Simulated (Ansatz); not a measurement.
Reaction (isomerisation): `C=C[Se]C=N` → `C[Se]CC#N`

Computed with Ansatz on PBE0-D4/def2-TZVP structures; ΔE is electronic, products minus reactants. CCSD(T)/CBS adds triple-zeta CCSD(T) − MP2 to the extrapolated MP2 energy (def2 sets, frozen cores). DFT in def2-TZVPP. B3LYP here is the variant with VWN-RPA as its local correlation; programs differ in this. For Se outer-core shells are correlated without core-valence functions, which leaves a few kJ/mol of doubt a bond. Scalar relativity is left out up to krypton. Each species was taken in one conformer, which may not be the lowest.

Q: Is it downhill or uphill in electronic energy at CCSD(T)/CBS, and by how much? (An estimate is asked.)

A: Ansatz gave: Downhill: ΔE = -22.5 kcal/mol.

Q: What do these levels give: r2SCAN-D4, PBE0-D4, B3LYP-D4, ωB97M-V, PBE, HF/def2-TZVPP, MP2/def2-TZVPP, SCS-MP2/def2-TZVPP, CCSD/def2-TZVPP, HF/def2-QZVPP, SCS-MP2/def2-QZVPP, CCSD/CBS(def2)? (An estimate is asked.)

A: The calculation gave: r2SCAN-D4 -18.4, PBE0-D4 -19.5, B3LYP-D4 -19.4, ωB97M-V -22.5, PBE -16.8, HF/def2-TZVPP -26.7, MP2/def2-TZVPP -26.7, SCS-MP2/def2-TZVPP -26.9, CCSD/def2-TZVPP -24.7, HF/def2-QZVPP -26.4, SCS-MP2/def2-QZVPP -26.3, CCSD/CBS(def2) -23.5 kcal/mol.

Largest T1 diagnostic among the species: 0.012.

From PBE to PBE0 (25 % exact exchange), in def2-TZVPP and without D4, ΔE moves by −2.6 kcal/mol.
